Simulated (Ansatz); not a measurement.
A run for Ansatz (a program for electronic structure): R-B3LYP/def2-TZVPP on AsBFH3O (SMILES OB(F)[AsH2]), a point of a torsion scan.

Ansatz 0.2 input:
```yaml
crystal:
  periodic: [false, false, false]
  atoms:
    - {symbol: O, position_ang: [-1.47141566, 0.25926110, -0.50526017]}
    - {symbol: B, position_ang: [-0.63280434, -0.44603429, 0.25237041]}
    - {symbol: F, position_ang: [-1.23512984, -1.26869654, 1.11437416]}
    - {symbol: As, position_ang: [1.41520840, -0.45121617, 0.23029910]}
    - {symbol: H, position_ang: [-1.10979016, 0.86524904, -1.15075537]}
    - {symbol: H, position_ang: [1.46760383, 0.62901103, 1.27357334]}
    - {symbol: H, position_ang: [1.48495545, 0.62861409, -0.82961813]}
basis:
  gaussian:
    orbitals: def2-TZVPP
hamiltonian:
  xc: {name: B3LYP}
scf: {lower_state_search: off}
```

Program output:

```
WARN ansatz: RAYON_NUM_THREADS=1 ignored (pool sized by the plan → 1); use --threads N
Functional definition: B3LYP
these checks for a lower state are left out or cut short: stability, starts, cluster_reference, orbital_swaps, neighbouring_geometries, increment
integrals: 0.09 GiB planned
1069 factors; their error is unknown
mean field: 0.85 GiB planned
mean field evaluation 1: about -66331.4138 eV, gradient 6.0e1 eV
mean field evaluation 2: about -66320.6552 eV, gradient 9.9e1 eV
mean field evaluation 4: about -66336.8711 eV, gradient 5.3e0 eV
mean field evaluation 8: about -66337.1235 eV, gradient 3.7e-1 eV
mean field evaluation 16: about -66337.1236 eV, gradient 1.6e-5 eV
mean field -66337.12363195 eV, -2437.8443285568 hartree, gradient 2.9e-6 eV, S^2 0.000000; 0 other end points of the search recorded, 0 dependent functions left out
reference -66337.12387297 eV, -2437.8443374141 hartree; 29, 29 occupied and 154, 154 virtual orbitals, 1069 factors
Total energy: -66337.12387297 eV, -2437.8443374141 hartree
Checks for a lower state left out: stability, starts, cluster_reference, orbital_swaps, neighbouring_geometries, increment
```

Self-consistency was reached.

Cost: about 5 core-seconds (a rough figure).
